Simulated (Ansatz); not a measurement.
Harmonic frequencies (cm⁻¹) at PBE0-D4/def2-TZVP from Ansatz: 138, 171, 239, 271, 539, 588, 623, 893, 1016, 1025, 1097, 1185, 1275, 1332, 1384, 1428, 1626, 1711, 1759, 3019, 3053, 3464, 3629, 3770.

Each molecule was computed in one conformer, which needn't be the lowest.

Which molecule is it?
A. `OB1N[SiH2]1`
B. `N=CN=CN`
C. `P[SiH2][AlH][Cl]`
D. `[CH3][Al]([F])[BH]O`

B.
